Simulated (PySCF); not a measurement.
SmCl: energy against distance

Set-up: Sm x2c-TZVPall, Cl x2c-TZVPall; spin-free X2C with a Gaussian nucleus (PySCF 2.14). Energies in eV from Sm (4f6 6s2) + Cl in their ground configurations at the same level. State: octet, about 6.0 electrons in the 4f shell (Mulliken), real f orbitals that mix terms.

All columns are PBE. A positive dipole means Sm(−)Cl(+).

| R (Å) | E (eV) | μ (D) | Mulliken charge on Sm (basis-dependent) | HOMO (eV) | LUMO (eV) | Mayer bond order | ⟨S²⟩ |
| --- | --- | --- | --- | --- | --- | --- | --- |
| 2.204 | -3.851 | -3.13 | 0.34 | -2.25 | -2.14 | 1.26 | 15.76 |
| 2.307 | -4.322 | -3.51 | 0.38 | -2.43 | -2.32 | 1.16 | 15.76 |
| 2.409 | -4.573 | -3.93 | 0.42 | -2.63 | -2.52 | 1.09 | 15.76 |
| 2.486 | -4.657 | -4.27 | 0.43 | -2.79 | -2.68 | 1.05 | 15.76 |
| 2.563 | -4.674 | -4.62 | 0.45 | -2.95 | -2.83 | 1.02 | 15.76 |
| 2.640 | -4.642 | -4.99 | 0.46 | -3.10 | -2.98 | 0.99 | 15.76 |
| 2.742 | -4.542 | -5.50 | 0.48 | -3.29 | -3.18 | 0.95 | 15.76 |
| 2.871 | -4.360 | -6.16 | 0.50 | -3.53 | -3.41 | 0.91 | 15.76 |
| 3.024 | -4.095 | -6.95 | 0.53 | -3.78 | -3.66 | 0.87 | 15.76 |
| 3.229 | -3.714 | -8.02 | 0.55 | -4.08 | -3.96 | 0.82 | 15.76 |

A fit through these points gives, at Re = 2.548 Å, μ = -4.55 D and dμ/dR = -4.69 D/Å; the reduced mass is 28.43 u.

Task: How strong is the fundamental in the double-harmonic approximation, I = 42.26·(dμ/dR)²/μred km/mol?

Result: I = 42.26·(-4.69)²/28.43 = 32.7 km/mol at PBE.

These are scalar-relativistic numbers at best; spin–orbit coupling would shift them, the dissociation energy most. The state is the lowest single determinant that the PBE0 search found; with open d or f shells the true ground state can be another one.
